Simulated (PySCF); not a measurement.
Input of a run (PBE0-D3(BJ)/def2-SVP geometry optimisation, gas phase (PySCF 2.14.0)), started from GFN2-xTB:
```
{"job": {"xc": "PBE0", "basis": "def2-SVP", "d3": "d3bj", "grid": 1, "shake": 0.01, "kind": "geom"}, "charge": 0, "multiplicity": 1}
C      2.241240    -0.337740    -0.496360
C      1.153480    -0.143090     0.586160
C      1.614540     0.853230     1.643070
N     -0.093370     0.262420     0.020620
B     -0.317750     1.472080    -0.678200
N     -1.594800     1.909230    -1.061310
C     -1.209370    -0.598860     0.356620
C     -1.152880    -2.052030    -0.003600
C     -2.108320    -1.138920    -0.706040
H      3.136310    -0.709400    -0.060780
H      1.859910    -1.003370    -1.256710
H      2.441230     0.642290    -0.966070
H      0.984090    -1.099900     1.067420
H      2.547740     0.516910     2.108130
H      1.790800     1.820940     1.204740
H      0.885310     0.968980     2.441410
H      0.601150     2.177770    -0.925880
H     -2.440390     1.394250    -0.864220
H     -1.754910     2.749930    -1.558330
H     -1.734030    -0.349650     1.306990
H     -1.591670    -2.771450     0.691670
H     -0.299740    -2.438740    -0.548800
H     -1.851500    -0.880290    -1.765930
H     -3.171350    -1.225010    -0.540360
```

Output (energies in Eh, forces in Eh/bohr):
```
step   0  E = -371.36742531  max force = 0.034797
step   1  E = -371.37369797  max force = 0.004664
step   2  E = -371.37396111  max force = 0.002441
step   3  E = -371.37383693  max force = 0.003600
step   4  E = -371.37409965  max force = 0.000649
step   5  E = -371.37410044  max force = 0.001037
step   6  E = -371.37412010  max force = 0.000260
step   7  E = -371.37413062  max force = 0.000230
optimisation converged
```

Q: Summarise the run.

A: The energy falls by 0.182 eV over 8 energy and gradient evaluations, the largest force component goes from 0.0348 to 2.3e-04 Eh/bohr, and the atoms move by 0.131 Å rms after alignment. The bond that changes most is C1–H10 (methyl carbon to methyl hydrogen), which lengthens by 0.039 Å. Bonds longer at the end by more than 0.005 Å: 14 of 24; shorter: 5. Among the angles that change most is C2–N4–B5, from 125.2° to 121.6°. Among the dihedrals that turn most is C3–C2–N4–C7, from -112° to -99°. The energy rose by more than 1e-6 Eh at step 3. The first step brought 94 % of the lowering.

Q: What are the final bond lengths?

A: C1–C2 1.524 Å, C2–C3 1.526 Å, C2–N4 1.465 Å, N4–B5 1.425 Å, B5–N6 1.409 Å, N4–C7 1.427 Å, C7–C8 1.501 Å, C8–C9 1.498 Å, C7–C9 1.504 Å, C1–H10 1.101 Å, C1–H11 1.100 Å, C1–H12 1.100 Å, C2–H13 1.103 Å, C3–H14 1.101 Å, C3–H15 1.101 Å, C3–H16 1.101 Å, B5–H17 1.211 Å, N6–H18 1.010 Å, N6–H19 1.008 Å, C7–H20 1.101 Å, C8–H21 1.093 Å, C8–H22 1.093 Å, C9–H23 1.093 Å, C9–H24 1.094 Å. Numbering counts from 1 in the input's order; the species is `CC(C)N(BN)C1CC1`.

The run used 201 basis functions and 53 SCF cycles in all. On one thread of an Intel Xeon Platinum 8488C, shared host with 192 logical CPUs at a one-minute load of 22, this took 2.6 min wall and 0.87 GiB of memory at its peak.

Not checked by PBE0-D3(BJ)/def2-SVP frequencies. One conformer, not necessarily the lowest.
